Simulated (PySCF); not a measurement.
Ge(OH)4 (GeH4O4), SMILES [OH][Ge]([OH])([OH])[OH]. Atoms are numbered in the order given.

```xyz
9

O     -0.2458     1.4708    -0.9269
Ge     0.0000     0.0000     0.0000
O      0.2458    -1.4708    -0.9269
O     -1.4708    -0.2458     0.9269
O      1.4708     0.2458     0.9269
H     -1.1748     1.6008    -1.1491
H      1.1748    -1.6008    -1.1491
H     -1.6008    -1.1748     1.1491
H      1.6008     1.1748     1.1491
```

The structure is a stationary point at PBE0-D3(BJ)/def2-SVP. The isomer is the one that the SMILES or the coordinates give; other isomers of the formula were not compared. Other conformers were not sampled.

Calculation: PBE/def2-TZVP (PySCF).

Symmetry labels are those of the subgroup C2 that the program uses (full group S4).

Computed valence orbital energies around the gap with their symmetry:
| orbital | symmetry | energy (eV) |
|---|---|---|
| HOMO−7 | A | -9.39 |
| HOMO−6 | A | -9.26 |
| HOMO−5 | B | -8.73 |
| HOMO−4 | B | -8.73 |
| HOMO−3 | A | -7.87 |
| HOMO−2 | A | -7.72 |
| HOMO−1 | B | -7.40 |
| HOMO | B | -7.40 |
| LUMO | A | -1.26 |
| LUMO+1 | B | 0.63 |
| LUMO+2 | B | 0.63 |
| LUMO+3 | A | 0.72 |
